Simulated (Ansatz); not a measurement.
`C[O][Ti]([NH2])([NH2])[NH2]`. Total charge 0; spin multiplicity 1. The structure was optimised at the PBE0-D4/def2-TZVP level. It is one conformer, not always the lowest.

```xyz
15

C     0.752    2.422    0.363
O     0.176    1.165    0.456
Ti   -0.211   -0.515    0.004
N     0.183   -1.693    1.432
N     0.801   -1.125   -1.475
N    -2.034   -0.674   -0.486
H     1.083    2.763    1.350
H     0.028    3.149   -0.023
H     1.620    2.410   -0.306
H    -0.408   -2.461    1.717
H     0.872   -1.506    2.147
H     1.431   -1.912   -1.451
H     0.862   -0.655   -2.367
H    -2.367   -1.265   -1.233
H    -2.788   -0.104   -0.129
```

(1) What is the dipole moment at B3LYP/def2-TZVPP? (Estimate.)

(2) And with PBE, r2SCAN, ωB97M-V? (Best estimate.)

(3) Give the Mulliken charges with B3LYP, r2SCAN, ωB97M-V in def2-TZVPP. (An estimate is asked.)

## Answers

(1) The calculation gave: 0.59 D, with components (0.28, 0.44, -0.28) D in this frame, pointing from negative to positive charge.

(2) The calculation gave: PBE 0.59 D, r2SCAN 0.59 D, ωB97M-V 0.58 D.

(3) Ansatz gave: 
| atom | B3LYP | r2SCAN | ωB97M-V |
| --- | --- | --- | --- |
| C1 | -0.11 | 0.02 | -0.18 |
| O2 | -0.52 | -0.50 | -0.49 |
| Ti3 | 0.98 | 0.98 | 0.88 |
| N4 | -0.47 | -0.52 | -0.41 |
| N5 | -0.48 | -0.53 | -0.42 |
| N6 | -0.48 | -0.53 | -0.42 |
| H7 | 0.10 | 0.05 | 0.12 |
| H8 | 0.10 | 0.05 | 0.11 |
| H9 | 0.09 | 0.05 | 0.11 |
| H10 | 0.14 | 0.16 | 0.12 |
| H11 | 0.13 | 0.15 | 0.11 |
| H12 | 0.15 | 0.17 | 0.13 |
| H13 | 0.13 | 0.14 | 0.11 |
| H14 | 0.14 | 0.16 | 0.12 |
| H15 | 0.13 | 0.15 | 0.11 |

B3LYP here is the variant with VWN-RPA as its local correlation; programs differ in this.
